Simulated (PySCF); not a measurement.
CH₈N₂O₂Si, SMILES CN[Si](N)(O)O. The structure is a stationary point at B3LYP-D3(BJ)/def2-SVP. This is a generated structure with no PubChem entry under its InChIKey; it may be hypothetical. The values are those of a single conformer.

Problem. Give the equilibrium geometry at B3LYP-D3(BJ)/def2-SVP (PySCF confirms it by a frequency run) as bond lengths and angles. (The exact figures need the calculation; the answer reports its results.)

Solution. This is not unique; one that fits is 
Atoms: C1 N2 Si3 N4 O5 O6 H7 H8 H9 H10 H11 H12 H13 H14. Bond lengths (Å): C1–N2 1.450, C1–H7 1.108, C1–H8 1.100, C1–H9 1.105, N2–Si3 1.711, N2–H10 1.014, Si3–N4 1.723, Si3–O5 1.675, Si3–O6 1.666, N4–H11 1.015, N4–H12 1.015, O5–H13 0.964, O6–H14 0.964. Angles (°): N2–C1–H7 113.4, N2–C1–H8 109.0, N2–C1–H9 111.9, H7–C1–H8 107.7, H7–C1–H9 107.5, H8–C1–H9 107.1, C1–N2–Si3 126.5, C1–N2–H10 115.0, Si3–N2–H10 118.0, N2–Si3–N4 105.1, N2–Si3–O5 119.5, N2–Si3–O6 105.6, N4–Si3–O5 106.4, N4–Si3–O6 119.2, O5–Si3–O6 102.0, Si3–N4–H11 119.1, Si3–N4–H12 119.4, H11–N4–H12 110.8, Si3–O5–H13 115.7, Si3–O6–H14 113.8.
Charge 0, spin multiplicity 1.
